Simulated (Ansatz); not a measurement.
Stepwise reaction of `C[O][Al]([OH])[OH]` with hydrogen fluoride, as a gas-phase model of exchange steps in deposition or etching. ΔE in kJ/mol; ΔG adds harmonic PBE0-D4 terms to CCSD(T)/CBS, at 1 bar.

Program: Ansatz. Geometries: PBE0-D4/def2-TZVP. ΔE: electronic, gas phase. CCSD(T)/CBS is the MP2 limit (def2-TZVPP, def2-QZVPP) plus CCSD(T) − MP2 in def2-TZVPP, frozen cores. This one scheme is used for every species. Functionals use def2-TZVPP. B3LYP here is the variant with VWN-RPA as its local correlation; programs differ in this. Each species was taken in one conformer, which may not be the lowest.

```
step                                                reaction  PBE-D4  B3LYP-D4  ωB97M-V  CCSD(T)/CBS  ΔG(400 K)
   1  `C[O][Al]([OH])[OH]` + H–F → `C[O][Al]([OH])[F]` + H₂O   -45.6     -47.4    -46.8        -47.2      -48.5
   2    `C[O][Al]([OH])[F]` + H–F → `C[O][Al]([F])[F]` + H₂O   -42.7     -44.4    -44.0        -45.2      -46.1
```

By hand: ΔE of the 2 steps together at CCSD(T)/CBS.

(-47.2) + (-45.2) = -92.4 kJ/mol, or -46.2 kJ/mol a step.

In ΔE the steps differ by no more than 2.0 kJ/mol. All are downhill at CCSD(T)/CBS. ΔG lies between -48.5 and -46.1 kJ/mol a step. PBE-D4 differs from CCSD(T)/CBS by 1.6 to 2.5 kJ/mol a step. Isolated molecules leave out the surface, adducts and barriers. Largest T1 diagnostic: 0.012.
